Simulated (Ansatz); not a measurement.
Relaxation of AlH5NOPSi (10 atoms, charge 0, multiplicity 1), to a largest force component of 0.02 eV/Å in at most 50 steps.

Theory: RKS B3LYP/def2-SVP (Ansatz).

```xyz
10
Properties=species:S:1:pos:R:3:forces:R:3
Al -0.914 1.410 -0.117 -0.48 1.04 0.73
N 0.267 0.351 0.853 -0.46 0.73 -1.33
Si -0.075 -1.349 0.505 4.18 0.53 0.75
O 1.565 -1.443 -0.234 -1.43 0.42 0.80
P 1.882 0.234 0.011 -0.52 -1.42 0.74
H -1.773 2.625 0.618 0.49 -0.68 -0.31
H -1.170 1.197 -1.683 0.15 -0.12 0.21
H -0.047 -2.124 1.751 -0.44 -0.49 0.06
H -1.123 -1.567 -0.406 -1.42 -0.58 -1.01
H 1.470 0.613 -1.294 -0.07 0.57 -0.64
```

**Question.** Where does it end, and by what steps?

**Answer.** It converged. The force dipped under the threshold on the way, but the program's further checks kept it going. After 16 steps the energy has fallen by 1.127 eV; H7 moved furthest, 2.14 Å.

```json
{"step": "0", "energy less start (eV)": "0.0000", "largest force component (eV/Å)": "4.182", "accepted": "yes"}
{"step": "1", "energy less start (eV)": "-0.4656", "largest force component (eV/Å)": "1.521", "accepted": "yes"}
{"step": "2", "energy less start (eV)": "-0.5807", "largest force component (eV/Å)": "0.451", "accepted": "yes"}
{"step": "3", "energy less start (eV)": "-0.6635", "largest force component (eV/Å)": "0.219", "accepted": "yes"}
{"step": "4", "energy less start (eV)": "-0.7252", "largest force component (eV/Å)": "0.193", "accepted": "yes"}
{"step": "5", "energy less start (eV)": "-0.7779", "largest force component (eV/Å)": "0.223", "accepted": "yes"}
{"step": "6", "energy less start (eV)": "-0.8328", "largest force component (eV/Å)": "0.309", "accepted": "yes"}
{"step": "7", "energy less start (eV)": "-0.8729", "largest force component (eV/Å)": "0.499", "accepted": "yes"}
{"step": "8", "energy less start (eV)": "-0.9400", "largest force component (eV/Å)": "0.414", "accepted": "yes"}
{"step": "9", "energy less start (eV)": "-1.0016", "largest force component (eV/Å)": "0.296", "accepted": "yes"}
{"step": "10", "energy less start (eV)": "-1.0530", "largest force component (eV/Å)": "0.202", "accepted": "yes"}
{"step": "11", "energy less start (eV)": "-1.0924", "largest force component (eV/Å)": "0.130", "accepted": "yes"}
{"step": "12", "energy less start (eV)": "-1.1166", "largest force component (eV/Å)": "0.092", "accepted": "yes"}
{"step": "13", "energy less start (eV)": "-1.1260", "largest force component (eV/Å)": "0.023", "accepted": "yes"}
{"step": "14", "energy less start (eV)": "-1.1249", "largest force component (eV/Å)": "0.292", "accepted": "no"}
{"step": "15", "energy less start (eV)": "-1.1272", "largest force component (eV/Å)": "0.007", "accepted": "yes"}
{"step": "16", "energy less start (eV)": "-1.1273", "largest force component (eV/Å)": "0.011", "accepted": "yes"}
```

```xyz
10
Properties=species:S:1:pos:R:3
Al -1.059 1.723 -0.118
N 0.055 0.313 -0.067
Si 0.065 -1.309 0.635
O 1.718 -1.388 0.260
P 1.761 0.118 -0.538
H -2.488 1.528 0.532
H -0.570 3.055 -0.815
H -0.227 -1.388 2.092
H -0.743 -2.335 -0.084
H 1.572 -0.368 -1.893
```

The run took 54 s on 2 threads of Arm Neoverse V2 (shared host), peak memory 0.24 GiB.
